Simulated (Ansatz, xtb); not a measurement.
**Two isomers of C4H5FN2Si**

We compare a, `Fc1ncc([SiH3])cn1`, a singlet, with b, `Fc1ncncc1[SiH3]`, a singlet. Both are isolated molecules in the gas phase, relaxed with PBE0-D3(BJ)/def2-SVP.

a (Å):

```xyz
13

C     0.2654    3.6667    2.8695
C    -0.3281    1.5491    2.4579
C    -0.1880    1.7478    1.0772
C     0.2198    3.0414    0.7217
F     0.4831    4.6136    3.7519
N    -0.1043    2.5008    3.3577
N     0.4474    4.0034    1.6094
Si   -0.5338    0.4016   -0.1886
H    -0.6307    0.5741    2.8598
H    -1.9625    0.4397   -0.6234
H    -0.2502   -0.9279    0.4269
H     0.3399    0.6169   -1.3791
H     0.3758    3.3151   -0.3291
```

b (Å):

```xyz
13

C     0.6291    1.5118    2.1366
C     0.3150    3.5310    3.0444
C    -0.7761    3.0734    1.1222
C    -0.2253    1.7894    1.0635
F     1.2094    0.3238    2.1865
N     0.9080    2.3387    3.1101
N    -0.5155    3.9438    2.0980
Si   -0.5806    0.5477   -0.3045
H     0.5403    4.2339    3.8548
H    -1.4634    3.4132    0.3380
H     0.6797    0.1837   -1.0136
H    -1.2001   -0.6845    0.2628
H    -1.5277    1.2011   -1.2548
```

Quicker runs give these differences E(b) − E(a): GFN2-xTB −0.015 eV; HF/STO-3G −0.002 eV (at GFN2-xTB geometries); r2SCAN-D4/def2-SVP −0.013 eV (at GFN2-xTB geometries).

Q: Estimate E(b) − E(a) at the level CCSD(T)/def2-SVP + ΔMP2/def2-TZVPP.

A: Too close to call at this level: CCSD(T)/def2-SVP + ΔMP2/def2-TZVPP gives E(b) − E(a) = −0.022 eV.

Level by level:

```
                             level              geometry  E(b) − E(a) (eV)  departure from the last row (eV)  job, with rough time for the two
                          GFN2-xTB              GFN2-xTB              −0.015                            +0.007              optimisation, 0.16 s
                         HF/STO-3G              GFN2-xTB              −0.002                            +0.021              single point, 0.81 s
                r2SCAN-D4/def2-SVP              GFN2-xTB              −0.013                            +0.010               single point, 4.7 s
              PBE0-D3(BJ)/def2-SVP  PBE0-D3(BJ)/def2-SVP              −0.007                            +0.015                optimisation, 42 s
                       HF/def2-SVP  PBE0-D3(BJ)/def2-SVP              +0.007                            +0.029           part of the CCSD(T) run
                      MP2/def2-SVP  PBE0-D3(BJ)/def2-SVP              −0.020                            +0.002           part of the CCSD(T) run
                  CCSD(T)/def2-SVP  PBE0-D3(BJ)/def2-SVP              −0.022                             0.000                      single point
CCSD(T)/def2-SVP + ΔMP2/def2-TZVPP  PBE0-D3(BJ)/def2-SVP              −0.022                                                  single point, 95 s
```

As drawn, both hold the same kinds of bond in the same numbers.

The largest departure from CCSD(T)/def2-SVP + ΔMP2/def2-TZVPP is that of HF/def2-SVP, 0.029 eV. A small imaginary or near-zero mode remains, so no thermal terms are given. The last row adds to CCSD(T) the change of the MP2 difference between the two basis sets, here 0.000 eV.

The correlated steps freeze 12 core orbitals. Programs: Ansatz 0.2.0, xtb 6.7.1; the last row on 2 threads of Intel(R) Xeon(R) Platinum 8488C (Sapphire Rapids) on a shared host.
